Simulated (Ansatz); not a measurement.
Cartesian coordinates in Å:
```
C -1.681 -0.803 0.739
C -0.670 -0.320 0.295
Ge 0.923 0.441 -0.405
H -2.575 -1.230 1.131
H 0.816 1.968 -0.320
H 2.111 -0.056 0.426
H 1.076 0.001 -1.866
```

Charge 0, multiplicity 1.

Q: List the PBE/def2-TZVPP orbital energies in eV (the Gaussian-basis code of Ansatz). (Estimate.)

A: Computed: Occupied: -10804.76, -1338.12, -1191.54, -1191.53, -1191.53, -269.06, -268.97, -162.71, -114.17, -114.13, -114.13, -30.01, -29.97, -29.97, -29.91, -29.91, -18.44, -14.68, -12.97, -9.59, -8.77, -8.77, -6.96, -6.96. Lowest empty: -0.74, -0.74, 0.13, 0.35, 1.55, 1.55, 1.67, 3.45.
